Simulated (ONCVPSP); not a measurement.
Gd: variants of one ONCV potential

Base potential:

```
Element                 : Gd (Z = 64)
Generator               : ONCVPSP 4.0.1
Type                    : optimised norm-conserving Vanderbilt (ONCV)
Functional              : PBEsol
Relativity              : fully relativistic
Frozen core             : [Kr] 4d10
Valence charge          : 18
Reference configuration : 4f7 5s2 5p6 5d1 6s1 (charge +1)
Partial waves           : 5s+6s: rc 2.20 bohr, ncon 5, nbas 8, qcut 6.7 1/bohr, 2 projectors; 5p: rc 2.55 bohr, ncon 5, nbas 8, qcut 5 1/bohr, 2 projectors, debl 0.8 Ha; 5d: rc 3.65 bohr, ncon 5, nbas 10, qcut 4.5 1/bohr, 2 projectors, debl 2.9 Ha; 4f: rc 1.50 bohr, ncon 3, nbas 8, qcut 13.4 1/bohr, 2 projectors, debl 1 Ha
Local potential         : polynomial inside 1.50 bohr (lpopt 5, dvloc0 3 Ha)
Core correction         : Teter function, fcfact 4, rcfact 1.65
```

Open shells are filled in proportion to 2j + 1.

In the p channel the program set the typed energies aside and used -1.188, 0.250 Ha (j = l + 1/2; the other j can differ).

All-electron outer shells of the reference configuration (PBEsol, scalar-relativistic, ld1.x):

| shell | level (eV) | outermost node (bohr) | outermost maximum (bohr) |
| --- | --- | --- | --- |
| 4d | -153.95 | 0.27 | 0.56 |
| 5s | -56.12 | 0.65 | 1.20 |
| 5p | -33.63 | 0.70 | 1.35 |
| 4f | -15.08 | – | 0.56 |
| 6s | -9.30 | 1.59 | 3.21 |
| 5d | -8.43 | 0.79 | 1.92 |

Cutoffs, loose and tight: the cutoffs (Ha) at which the residual kinetic energy of the hardest occupied pseudo-wave falls to 1 and 0.1 mHa per electron. They do not see the model core or the augmentation charge, which bear on the density cutoff. Test errors are all-electron minus pseudo excitation energies from the reference, over the configurations 4f7 5s2 5p6 5d1 6s2; 4f7 5s2 5p6 5d1 6s0; 4f7 5s2 5p6 5d0 6s0; 4f7 5s2 5p6 5d1 6s0 6p1. A dash means not determined; rows that change the core or the reference have their own tests.

| change | outcome | cutoff, loose | cutoff, tight | bound ghosts | GHOST(+) flags above zero | largest test error (meV) |
| --- | --- | --- | --- | --- | --- | --- |
| base | generated, projector energies reset by the program | 68 Ha | 75 Ha | none | s | +33 |
| core correction Teter function, fcfact 1.9, rcfact 1.65 | generated, projector energies reset by the program | 68 Ha | 75 Ha | none | s | +34 |
| core correction Teter function, fcfact 2.4, rcfact 1.65 | generated, projector energies reset by the program | 68 Ha | 75 Ha | none | s | +34 |
| core correction Teter function, fcfact 4.2, rcfact 1.65 | generated, projector energies reset by the program | 68 Ha | 75 Ha | none | s | +33 |
| core correction Teter function, fcfact 5.2, rcfact 1.65 | generated, projector energies reset by the program | 68 Ha | 75 Ha | none | s | +32 |
| core correction Teter function, fcfact 6, rcfact 1.65 | generated, projector energies reset by the program | 68 Ha | 75 Ha | none | s | +32 |
| core correction Teter function, fcfact 7.2, rcfact 1.65 | generated, projector energies reset by the program | 68 Ha | 75 Ha | none | s | +30 |

Reading the sweep of the fcfact (base included, trends over the rows without a ghost): The loose cutoff stays near 68 Ha. The median size of the test errors (rows with all tests solved) stays near 1.3 meV.
